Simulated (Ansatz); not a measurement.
Cost and result for the atomization energy of `B/C=N/C` (10 atoms, 9 bonds).

```xyz
10

B    -0.8761    1.7499    0.7077
C    -0.5295    0.3027    0.2602
N     0.6286    0.0541   -0.2153
C     0.9263   -1.2881   -0.6232
H    -1.9568    2.0046    1.1535
H    -0.0473    2.6003    0.5994
H    -1.2629   -0.5181    0.3430
H     1.8040   -1.6353   -0.0694
H     1.2176   -1.2765   -1.6780
H     0.0962   -1.9936   -0.4781
```

Charge 0, multiplicity 1. All single points use the PBE0-D4/def2-TZVP geometry. Program: Ansatz. All runs use 2 threads of an Arm Neoverse V2 on a shared host. Times are those of one run each, without the atoms' runs, and a repeat can differ threefold. Electronic energies, without spin–orbit coupling; frozen cores. CCSD(T)/CBS adds CCSD(T) − MP2 in def2-TZVPP to the MP2 limit, and its time is that of the two runs behind it. T1 = 0.011; the RHF reference is unstable towards UHF. B3LYP takes the VWN-RPA correlation (the form of Gaussian; ORCA's B3LYP/G). HSE06 is the plane-wave form, built on full-range PBE exchange.

CCSD(T)/CBS is a level of theory with its own doubt, some kJ/mol a heavy atom from the limit and from the frozen cores, so smaller differences don't rank the functionals.

```csv
level,functions,atomization (kJ/mol),difference from CCSD(T)/CBS,per bond
PBE-QIDH/def2-TZVPP,208,3752.2,-6.5,-0.7
HSE06-D4/def2-TZVPP,208,3802.3,43.6,4.8
LDA (SPW92)/def2-TZVPP,208,4307.5,548.8,61.0
r2SCAN-D4/def2-TZVPP (with forces),208,3780.5,21.8,2.4
PBE0-D4/def2-TZVPP,208,3799.1,40.4,4.5
CCSD(T)/CBS(def2),–,3758.7,0.0,0.0
CCSD(T)/def2-TZVPP,208,3668.6,-90.1,-10.0
B3LYP-D4/def2-TZVPP (with forces),208,3803.2,44.5,4.9
CCSD(T)/def2-SVP,86,3596.1,-162.6,-18.1
BLYP-D4/def2-TZVPP,208,3804.4,45.7,5.1
MP2/def2-QZVPP,408,3769.7,11.0,1.2
B2PLYP/def2-TZVPP,208,3754.8,-3.9,-0.4
B97M-V/def2-TZVPP,208,3786.3,27.6,3.1
```

Q: Order the runs by time, with rough figures. (Best estimate.)

A: The calculation gave: LDA (SPW92)/def2-TZVPP 1.1 s; BLYP-D4/def2-TZVPP 2 s; PBE0-D4/def2-TZVPP 2 s; HSE06-D4/def2-TZVPP 2.1 s; CCSD(T)/def2-SVP 2.4 s; B3LYP-D4/def2-TZVPP (with forces) 3.3 s; r2SCAN-D4/def2-TZVPP (with forces) 3.9 s; PBE-QIDH/def2-TZVPP 4.4 s; B2PLYP/def2-TZVPP 4.5 s; B97M-V/def2-TZVPP 7.5 s; MP2/def2-QZVPP 18 s; CCSD(T)/def2-TZVPP 54 s; CCSD(T)/CBS(def2) 72 s.

From BLYP to BHLYP (50 % exact exchange), in def2-TZVPP and without D4, the atomization energy moves by −98.0 kJ/mol: exact exchange takes away binding that semilocal exchange gives to molecules. At CCSD(T), def2-SVP lies −162.6 kJ/mol from the extrapolated value and def2-TZVPP −90.1 kJ/mol: correlation converges slowly with the basis, and small sets miss more of it in the bonded molecule than in its fragments. The D4 term adds +22.3 kJ/mol with B3LYP and +11.6 kJ/mol with PBE0; it sums over pairs of atoms, weighted by their polarisabilities, and B3LYP, whose exchange is more repulsive, gets the larger term.
